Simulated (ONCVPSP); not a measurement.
## Ranking ONCV potentials for Rb (Z = 37)

All share these settings but for the change named:

| Item | Value |
| --- | --- |
| Element | Rb |
| Generator | ONCVPSP 4.0.1 |
| Type | optimised norm-conserving Vanderbilt (ONCV) |
| Functional | PBE |
| Relativity | scalar-relativistic |
| Frozen core | [Ar] 3d10 |
| Valence charge | 9 |
| Reference configuration | 4s2 4p6 5s1 |
| Partial waves | 4s+5s: rc 2.35 bohr, ncon 4, nbas 8, qcut 6.7 1/bohr, 2 projectors; 4p: rc 1.75 bohr, ncon 3, nbas 7, qcut 5.5 1/bohr, 2 projectors, debl 0.7 Ha; d scattering state at 0.02 Ha: rc 2.10 bohr, ncon 5, nbas 10, qcut 4.6 1/bohr, 2 projectors, debl 3.2 Ha |
| Local potential | polynomial inside 1.40 bohr (lpopt 3, dvloc0 0 Ha) |
| Core correction | Teter function, fcfact 3.75, rcfact 1.15 |

Test errors are all-electron minus pseudo excitation energies from the reference, over 4s2 4p6 5s0; 4s2 4p6 5s0.5; 4s2 4p6 5s0 5p1; 4s2 4p5 5s1. None of these files shows a bound ghost.

The base gives 6.0 meV.

Of 7 variants that were run, those that failed, showed a ghost or another fault, or gave nearly equal values are left out.

A variant can come out equal or close to the base, since the largest error may sit in a test that the change hardly touches while other tests move.

Task: Rank these variants by their largest absolute test error, smallest first.
A. core correction Teter function, fcfact 3.75, rcfact 1.14
B. core correction Teter function, fcfact 3.75, rcfact 1.82
C. core correction Teter function, fcfact 3.75, rcfact 1.64
D. core correction Teter function, fcfact 3.75, rcfact 0.94
E. core correction Teter function, fcfact 3.75, rcfact 2.06

Result: A (6.0 meV), D (7.3 meV), C (16.6 meV), B (33.5 meV), E (62.3 meV).
